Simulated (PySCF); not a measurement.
## Polarisability and C₆ of Sn⁻ (tin, charge -1)

[Kr] 4d10 5s2 5p3, high-spin 4S determinant. All numbers are calculated (PySCF 2.14, scalar relativity by spin-free X2C-1e, in x2c-TZVPPall with one added diffuse shell each of s, p, d, f type (9s7p5d3f, 76 functions)). Coupled (time-dependent) response in atomic units; α is the mean over directions.

| method | mean α (bohr³) | C₆ (like pair) | S(−4) |
| --- | --- | --- | --- |
| UHF | 155.1 | 2757 | 8550 |

S(−4) is the Cauchy moment in α(ω) = α(0) + S(−4) ω² + …

α(iu) at UHF:

```json
{"u (hartree)": "0", "α(iu) (bohr³)": "155.1"}
{"u (hartree)": "0.0500", "α(iu) (bohr³)": "136.9"}
{"u (hartree)": "0.100", "α(iu) (bohr³)": "103.9"}
{"u (hartree)": "0.200", "α(iu) (bohr³)": "57.76"}
{"u (hartree)": "0.300", "α(iu) (bohr³)": "35.63"}
{"u (hartree)": "0.500", "α(iu) (bohr³)": "17.66"}
{"u (hartree)": "0.750", "α(iu) (bohr³)": "9.784"}
{"u (hartree)": "1.00", "α(iu) (bohr³)": "6.454"}
{"u (hartree)": "1.50", "α(iu) (bohr³)": "3.658"}
{"u (hartree)": "2.00", "α(iu) (bohr³)": "2.468"}
{"u (hartree)": "3.00", "α(iu) (bohr³)": "1.403"}
{"u (hartree)": "5.00", "α(iu) (bohr³)": "0.6465"}
```

A single London oscillator, α(iu) = α/(1 + u²/ω²), gives C₆ = (3/4) ω α². Matching the computed C₆ needs ω = 4 × 2757 / (3 × 155.1²) = 0.153 hartree.

For an ion, C₆ is the dispersion term alone; charge-induced terms of lower order in 1/R come first.
